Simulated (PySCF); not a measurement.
AlFH2O. Atoms are numbered in the order given.

```xyz
5

Al    -0.4486    -0.0395     0.0000
H     -2.0173    -0.1337     0.0000
F      0.4694    -1.4310     0.0000
O      0.2960     1.4902     0.0000
H      1.2564     1.6049     0.0000
```

The structure is a stationary point at PBE-D3(BJ)/def2-TZVP. The values are those of a single conformer.

All values below come from TDDFT-ωB97X/def2-SVPD (PySCF).

Vertical excitations.  State labels are in the subgroup Cs.

```csv
state,symmetry,energy (eV),λ (nm),f,main pairs
S1,A",7.90,157,0.000,"HOMO→LUMO 55 %, HOMO−1→LUMO+1 33 %"
S2,A",8.10,153,0.163,"HOMO−1→LUMO+1 65 %, HOMO→LUMO 27 %"
S3,A',8.27,150,0.009,"HOMO→LUMO+1 37 %, HOMO−2→LUMO 30 %, HOMO−1→LUMO 21 %"
S4,A",8.65,143,0.074,HOMO−2→LUMO+1 93 %
S5,A',8.76,141,0.115,"HOMO→LUMO+1 55 %, HOMO−2→LUMO 23 %"
S6,A',9.09,136,0.279,"HOMO−1→LUMO 49 %, HOMO−2→LUMO 27 %, HOMO−1→LUMO+2 12 %"
S7,A",9.61,129,0.005,HOMO→LUMO+3 70 %
S8,A',9.74,127,0.166,HOMO−1→LUMO+3 68 %
S9,A",10.10,123,0.000,HOMO−4→LUMO+1 84 %
S10,A',10.12,123,0.166,"HOMO−4→LUMO 35 %, HOMO−2→LUMO+3 27 %, HOMO−3→LUMO+1 10 %, HOMO−1→LUMO+3 6 %"
T1,A",7.36,168,0,HOMO−1→LUMO+1 90 %
T2,A',7.68,161,0,"HOMO−1→LUMO 62 %, HOMO−1→LUMO+2 17 %"
T3,A",7.69,161,0,HOMO→LUMO 77 %
T4,A',7.83,158,0,HOMO→LUMO+1 84 %
```
Triplets are in the Tamm–Dancoff approximation, which puts them higher than full response would, so one can lie above its singlet here.
